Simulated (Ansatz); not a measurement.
# Strength of the C–Mg bond: C3H9MgN → C3H7 + MgNH2

Species: C3H9MgN `C[CH](C)[Mg][NH2]`, singlet; C3H7 (methylethyl) `C[CH]C`, doublet; MgNH2 `[NH2][Mg]`, doublet. 

Shapes, held fixed at every level: PBE0-D4/def2-TZVP. Programs: Ansatz 0.2.0. Electronic energies: no zero-point or thermal term.

Q: Estimate ΔE of this reaction.

A: The highest level, CCSD(T)/def2-TZVPP, gives ΔE = +222.3 kJ/mol; the levels span +97.1 to +245.0. The column of differences is taken from that level and isn't an error. Hartree–Fock misses the correlation of the pair that is broken and comes out low. No measured value is set beside it here. Open shells run unrestricted unless RO is named. Correlated rows may include outer-core shells of Mg, which these sets cover unevenly.

| level | kind | ΔE (kJ/mol) | less CCSD(T)/def2-TZVPP |
| --- | --- | --- | --- |
| HF/def2-TZVPP | Hartree–Fock | +97.1 | -125.2 |
| SPW92/def2-TZVPP | LDA | +245.0 | +22.7 |
| BHLYP-D4/def2-TZVPP | global hybrid | +195.0 | -27.3 |
| r2SCAN0-D4/def2-TZVPP | global hybrid | +187.3 | -35.0 |
| wB97X-V/def2-TZVPP | range-separated hybrid | +222.6 | +0.3 |
| MP2/def2-SVP | perturbation theory | +221.4 | -0.9 |
| CCSD(T)/def2-SVP | coupled cluster or CI | +214.0 | -8.3 |
| CCSD(T)/def2-TZVPP | coupled cluster or CI | +222.3 | 0.0 |
